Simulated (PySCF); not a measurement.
# Vibration and rotation of Sn2

UHF-CCSD(T) constants of Sn2, ³Σg⁻ (triplet), unpaired electrons π ↑↑ (basis Sn x2c-TZVPPall; spin-free X2C with a Gaussian nucleus; PySCF 2.14; masses 119.9022 and 119.9022 u):

* ωe: 193.5 cm⁻¹
* ωexe: 0.341 cm⁻¹
* Be: 0.03719 cm⁻¹
* αe: 9.14e-05 cm⁻¹
* D (centrifugal): 5.5e-09 cm⁻¹
* De to Sn + Sn: 2.24 eV

Give the vibrational terms G(v) and spacings up to v = 6.

G(v) = ωe(v+½) − ωexe(v+½)².

```csv
v,G(v) (cm⁻¹),G(v) − G(v−1),Bv (cm⁻¹)
0,96.7,,0.03714
1,289.5,192.8,0.03705
2,481.6,192.1,0.03696
3,673.1,191.5,0.03687
4,863.8,190.8,0.03678
5,1053.9,190.1,0.03669
6,1243.3,189.4,0.03660
```

How well does the Morse estimate ωe²/(4ωexe) reproduce De, and what is D0?

It gives 3.40 eV, 152 % of the computed De. D0 = De − G(0) = 2.24 − 0.01 = 2.23 eV.

Correlated steps freeze 36 core orbitals. Spin–orbit coupling is left out, which matters for elements this heavy, above all for dissociation energies. The state is the lowest determinant that a PBE0 search found; another state may lie lower at other levels.
